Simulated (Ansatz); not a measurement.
Species: phosphanylphosphane, P2H4, net charge 0, singlet state. 
Coordinates optimised at B3LYP-D3(BJ)/def2-TZVP (Ansatz, a first-principles code):
```
P
H 1 1.4206
H 1 1.4206 2 92.33
P 1 2.2503 2 93.65 3 -93.89
H 4 1.4206 1 93.65 2 -86.71
H 4 1.4206 5 92.33 1 93.89
```

Property: vertical ionisation energy (to the doublet state of charge +1; each state is the SCF solution reached for its spin), in eV. Correlated levels leave the core frozen unless marked. Open shells are spin-unrestricted. No spin-orbit coupling. Non-relativistic. CBS marks a two-point X^-3 extrapolation of the correlation energy; Hartree-Fock from the larger set. [CCSD(T)-MP2]/basis is that difference in the basis named.

```
level                                                                      program  vertical ionisation energy (eV)
-------------------------------------------------------------------------  -------  -------------------------------
PBE/def2-TZVPD                                                              Ansatz                              ___
BHLYP/def2-TZVPD                                                            Ansatz                             9.00
B2PLYP/def2-TZVPD                                                           Ansatz                              ___
SCS-MP2/aug-cc-pV(D+d)Z                                                     Ansatz                             9.09
CCSD/def2-SVPD                                                              Ansatz                             8.98
RI-MP2/CBS(aug-cc-pV(T+d)Z,aug-cc-pV(Q+d)Z)+[CCSD(T)-MP2]/aug-cc-pV(T+d)Z   Ansatz                             9.28
```

Question: Complete the blanks.

Answer: 
- PBE/def2-TZVPD, vertical ionisation energy (eV): 8.92
- B2PLYP/def2-TZVPD, vertical ionisation energy (eV): 9.03
